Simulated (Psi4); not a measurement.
Psi4 input (wB97X-D/6-31G*):

```
memory 1500 MB

molecule {
0 2
C    -1.98896100    1.02655100   -0.14373700
B    -0.85803500    0.02450100    0.00508700
C    -1.07246900   -1.51502600    0.25424900
S     0.78618100    0.75868000   -0.12993800
C     1.95107700   -0.62288800    0.07939600
H    -1.83169600    2.08648400   -0.31538200
H    -3.03286500    0.73448100   -0.08592600
H    -2.12938500   -1.78143200    0.30808200
H    -0.61872900   -2.11844300   -0.53837600
H    -0.60060500   -1.84183400    1.18633700
H     2.95727700   -0.21655400    0.00365500
H     1.82392500   -1.08723000    1.05532400
H     1.80548400   -1.36868100   -0.69958400
symmetry c1
no_reorient
no_com
}

set {
  basis 6-31G*
  reference uks
  scf_type pk
  dft_radial_points 99
  dft_spherical_points 590
  e_convergence 1e-8
  d_convergence 1e-7
  maxiter 150
}

e = energy('wb97x-d')
print_out(f'\nFINAL {e:.10f} DIPOLE {variable("CURRENT DIPOLE")[0]:.6f} {variable("CURRENT DIPOLE")[1]:.6f} {variable("CURRENT DIPOLE")[2]:.6f}\n')
```

From the output:

```
              A
    DOCC [    23 ]
    SOCC [     1 ]
    NA   [    24 ]
    NB   [    23 ]

  @UKS Final Energy:  -542.09970122239213

   => Energetics <=

    Nuclear Repulsion Energy =            203.6676496149911486
    One-Electron Energy =               -1146.5574033885177414
    Two-Electron Energy =                 435.2924514751490506
    DFT Exchange-Correlation Energy =     -34.4970800313013086
    Empirical Dispersion Energy =          -0.0053188927133503
    VV10 Nonlocal Energy =                  0.0000000000000000
    Total Energy =                       -542.0997012223921274

  UHF NO Occupations:
  HONO-2 :   22  A 1.9991362
  HONO-1 :   23  A 1.9984583
  HONO-0 :   24  A 1.0000000
  LUNO+0 :   25  A 0.0015417
  LUNO+1 :   26  A 0.0008638
  LUNO+2 :   27  A 0.0002507
  LUNO+3 :   28  A 0.0001480

Computation Completed

Properties will be evaluated at   0.000000,   0.000000,   0.000000 [a0]

Properties computed using the SCF density matrix

 Multipole Moments:

 ------------------------------------------------------------------------------------
     Multipole            Electronic (a.u.)      Nuclear  (a.u.)        Total (a.u.)
 ------------------------------------------------------------------------------------

 L = 1.  Multiply by 2.5417464519 to convert [e a0] to [Debye]
 Dipole X            :          0.0103016            0.0000170            0.0103186
 Dipole Y            :         -0.5058934           -0.0000038           -0.5058972
 Dipole Z            :          0.0810172            0.0000094            0.0810267
 Magnitude           :                                                    0.5124488

 ------------------------------------------------------------------------------------

FINAL -542.0997012224 DIPOLE 0.010319 -0.505897 0.081027

*** Psi4 exiting successfully. Buy a developer a beer!
```

The geometry given is a B3LYP-D3(BJ)/def2-TZVP minimum.
